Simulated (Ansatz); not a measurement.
Species: C4H10Si, SMILES `[SiH](C(C)C)=C` (C–Si–C–C torsion 125°) (charge 0, multiplicity 1), formula C4H10Si.

Question: How many basis functions does frozen-core CCSD(T)/def2-TZVPP // PBE0-D3(BJ)/def2-TZVP (Ansatz, an electronic-structure program) use, how many core orbitals are frozen, and how many electrons are correlated?

Answer: 306 basis functions and 9 frozen orbitals, which leaves 30 correlated electrons. Core time is of the order of minutes.
